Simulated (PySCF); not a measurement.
2-methyl-1,3-dioxole (C4H6O2), SMILES CC1OC=CO1. Coordinates come from a PBE0-D3(BJ)/def2-SVP optimisation. One conformer was computed; it need not be the lowest.

**Question.** Give the equilibrium geometry at PBE0-D3(BJ)/def2-SVP (PySCF confirms it by a frequency run) as Cartesian coordinates in Å, and its point group. (Estimate from the structure and the level; the computed values follow.)

**Answer.** One answer among several that fit: point group Cs.
```xyz
12

C      1.8067     0.5046     0.0000
C      0.6766    -0.4982     0.0000
O     -0.1565    -0.3200     1.1388
C     -1.3034     0.2618     0.6663
C     -1.3034     0.2618    -0.6663
O     -0.1565    -0.3200    -1.1388
H      2.4298     0.3698    -0.8955
H      1.3964     1.5251     0.0000
H      2.4298     0.3698     0.8955
H      1.0528    -1.5363     0.0000
H     -2.0322     0.6060     1.3945
H     -2.0322     0.6060    -1.3945
```
Charge 0, spin multiplicity 1.
